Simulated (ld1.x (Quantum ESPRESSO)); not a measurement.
# What one change does to a pseudopotential (bismuth (Bi), TM semilocal)

* Element: Bi (Z = 83)
* Generator: ld1.x (Quantum ESPRESSO) 7.5
* Type: norm-conserving Troullier–Martins (semilocal form)
* Functional: PBE
* Relativity: scalar-relativistic
* Frozen core: [Xe] 4f14 5d10
* Valence charge: 5
* Reference configuration: 6s2 6p2.5 (charge +0.5)
* Partial waves: 6s (bound): rc 1.60 bohr; 6p (bound): rc 2.00 bohr; 6d channel at 0.45 Ry: rc 2.10 bohr
* Local potential: the d channel
* Core correction: a·sin(br)/r model core inside 1.40 bohr

Change: all radii but the core radius scaled by about 0.92 (s 1.48, p 1.84, d 1.94 bohr).

Cutoffs: the cutoffs (Ry, on a coarse ladder) from which the occupation-weighted sum of valence levels, in a spherical-Bessel basis at the reference potential, stays within 10 and 1 mRy of its value at 400 Ry; they do not see the model core or the augmentation charge, which bear on the density cutoff. Errors are all-electron minus pseudo energies relative to the spin-unpolarised reference configuration.

**Question.** Predict the effect on cutoff, ghosts and configuration errors.

**Answer.** The potential gets harder (45 Ry and 90 Ry → 60 Ry and 160 Ry); the errors of the 7 common tests hardly move; neither file shows a bound ghost. A smaller radius makes the pseudo-wave follow the all-electron one further in, where it bends more sharply, so more plane waves are needed. A semilocal file is local in each channel, so a ghost entry of none says nothing of the separable form that plane-wave codes build from it.

```csv
quantity,base,changed
"cutoff, loose",45 Ry,60 Ry
"cutoff, tight",90 Ry,160 Ry
loose cutoff by channel (10 mRy a level),"s 30 Ry, p 10 Ry","s 40 Ry, p 30 Ry"
bound ghosts,none,none
"error for 6s2 6p3, meV [ΔE -3.10 eV]",+0.3,+0.6
"error for 6s2 6p2, meV [ΔE 4.82 eV]",-4.9,-4.4
"error for 6s2 6p1, meV [ΔE 20.06 eV]",-54,-49
"error for 6s1 6p3, meV [ΔE 15.63 eV]",-48,-42
"error for 6s2 6p3.3, meV [ΔE -4.19 eV]",-0.2,+0.5
"error for 6s0 6p5, meV [ΔE 17.40 eV]",-107,-105
"error for 6s1 6p0, meV [ΔE 88.81 eV]",-796,-772
```
